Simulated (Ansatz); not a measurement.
One change: `CC(C)[O][Ge][Cl]` becomes `CC(C)[O][AlH][F]`.

Ansatz, PBE0-D4/def2-TZVP geometries, multiplicity 1. Each molecule was computed in one conformer, which needn't be the lowest.

Scalar relativity is left out up to krypton.

```tsv
property	`CC(C)[O][Ge][Cl]`
size of the dipole moment (PBE/def2-TZVPP) / D	1.59
LUMO energy (ωB97M-V/def2-TZVPP) / eV	-0.21
size of the dipole moment (ωB97M-V/def2-TZVPP) / D	1.55
LUMO energy (PBE/def2-TZVPP) / eV	-2.89
LUMO energy (PBE0/def2-TZVPP) / eV	-2.16
HOMO energy (PBE0/def2-TZVPP) / eV	-7.75
```

(1) What does the change do to each property? (An estimate is asked.)

Results:

(1) The calculation gave: 
```json
{"property": "size of the dipole moment (PBE/def2-TZVPP) / D", "`CC(C)[O][AlH][F]`": "1.35", "shift": "-0.24"}
{"property": "LUMO energy (ωB97M-V/def2-TZVPP) / eV", "`CC(C)[O][AlH][F]`": "1.11", "shift": "1.32"}
{"property": "size of the dipole moment (ωB97M-V/def2-TZVPP) / D", "`CC(C)[O][AlH][F]`": "1.33", "shift": "-0.22"}
{"property": "LUMO energy (PBE/def2-TZVPP) / eV", "`CC(C)[O][AlH][F]`": "-1.18", "shift": "1.71"}
{"property": "LUMO energy (PBE0/def2-TZVPP) / eV", "`CC(C)[O][AlH][F]`": "-0.40", "shift": "1.76"}
{"property": "HOMO energy (PBE0/def2-TZVPP) / eV", "`CC(C)[O][AlH][F]`": "-8.27", "shift": "-0.52"}
```

With PBE0 the HOMO falls by 0.52 eV and the LUMO rises by 1.76 eV, so the gap widens by about 2.28 eV. PBE moves the HOMO by -0.24 eV and ωB97M-V by -0.77 eV. Dipoles are sizes alone; their direction can turn.
